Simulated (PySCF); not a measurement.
# [Gd(NH3)4]3+: from a saddle point downhill

PySCF 2.14.0, RKS PBE, Gd lcecp-1-SVP with ECP53, N def2-SVP, H def2-SVP; non-relativistic Hamiltonian with scalar-relativistic core potentials where named; density fitting; no spin-orbit coupling. Relaxed within the symmetry of its start, the geometry (C2v) is

```xyz
17

Gd    0.0000    0.0000    0.0018
N     1.4283    1.4283    1.4204
H     1.3084    1.3084    2.4499
H     2.4566    1.3042    1.2940
H     1.3042    2.4566    1.2940
N    -1.4283   -1.4283    1.4204
H    -1.3084   -1.3084    2.4499
H    -2.4566   -1.3042    1.2940
H    -1.3042   -2.4566    1.2940
N     1.4242   -1.4242   -1.4284
H     2.0696   -2.0696   -0.9228
H     0.9152   -2.0673   -2.0734
H     2.0673   -0.9152   -2.0734
N    -1.4242    1.4242   -1.4284
H    -2.0696    2.0696   -0.9228
H    -0.9152    2.0673   -2.0734
H    -2.0673    0.9152   -2.0734
```

and its lowest harmonic modes are -80, -75, -58, -54, 64, 65 cm⁻¹ (negative: unstable). It was moved along the lowest mode and relaxed again, within the group D2 that the move left.

Where does it end, and how much lower?

In C2, 0.000 eV lower, after 3 steps:
```xyz
17

Gd    0.0000    0.0000    0.0021
N     1.4349    1.4238    1.4208
H     1.4945    1.1483    2.4254
H     2.4380    1.4751    1.1380
H     1.1603    2.4291    1.4747
N    -1.4349   -1.4238    1.4208
H    -1.4945   -1.1483    2.4254
H    -2.4380   -1.4751    1.1380
H    -1.1603   -2.4291    1.4747
N     1.4202   -1.4280   -1.4286
H     2.0995   -2.0388   -0.9242
H     0.9101   -2.1054   -2.0368
H     2.0280   -0.9221   -2.1093
N    -1.4202    1.4280   -1.4286
H    -2.0995    2.0388   -0.9242
H    -0.9101    2.1054   -2.0368
H    -2.0280    0.9221   -2.1093
```

How do the contacts change?


```
      contact  saddle (Å)  end (Å)
 Gd1–N2 (NH3)       2.468    2.470
 Gd1–N6 (NH3)       2.468    2.470
Gd1–N10 (NH3)       2.470    2.470
Gd1–N14 (NH3)       2.470    2.470
```


No frequency check is given for the end, and other unstable modes may remain.

An lcecp potential fixes the number of 4f electrons, so in runs with it no electron can move into or out of that shell.

State: singlet in the valence, with the 4f electrons in the core potential.
